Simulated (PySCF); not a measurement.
**Structure elucidation problem**

The spectra below were simulated for a compound C₈H₆OSi.

¹H NMR (300 MHz, computed): δ 9.59 (s, 1H), 4.84 (s, 2H), 2.16 (s, 3H).

¹³C{¹H} NMR (computed): δ 181.1 (CH), 116.2 (C), 103.1 (C), 95.6 (C), 89.8 (C), 77.3 (C), 75.3 (C), 6.2 (CH3).

PySCF 2.14.0 with density-fitted response routines calculation with structure optimised with GFN2-xTB and PBE0/pcSseg-1 with gauge-including orbitals; one computed conformer, fast rotation and ring inversion assumed for equivalent nuclei, gas phase, non-relativistic Hamiltonian.

Referencing at the same level of theory: ¹H and ¹³C against TMS.

**Question.** Deduce the structure.

**Answer.** 
- The formula gives 7 degrees of unsaturation (no ring in the answer).
- 8 carbon signals for 8 carbons: no two carbons are equivalent.
- Carbon types of the structure: 6 × C, 1 × CH, 1 × CH3, leaving 2 H on heteroatoms.
- δC 181.1: aldehyde carbonyl carbon; the double bond to the heteroatom, with no lone-pair donor beside it, deshields it most.
- δC 116.2, 103.1, 95.6, 89.8, 77.3, 75.3: alkyne carbon.
- δC 6.2: propargylic methyl carbon; saturated and bonded to C and H only.
- δH 9.59: hydrogen on an aldehyde carbonyl carbon; the formyl region, downfield of aromatic protons.
- δH 4.84: hydrogen on a silicon bonded to 2 C.
- δH 2.16: hydrogen on a propargylic methyl carbon.

Structure: `C(#C[SiH2]C#CC)C#CC=O`.

The shifts were computed for this structure.

Shifts are as computed. Against solution values, carbons near 30 ppm lie about +3 ppm off and those near 130 ppm about +5 ppm. Of 1309 compounds with measured shifts, 239 miss one by over three times the rms of a fit or turn the order of signals round; such compounds aren't used in these exercises. No couplings were computed; multiplicities are counted from neighbouring protons, with m where these are inequivalent, close in shift, in a saturated or five-membered ring or joined by F or P, and br s for small geminal =CH2 splittings.
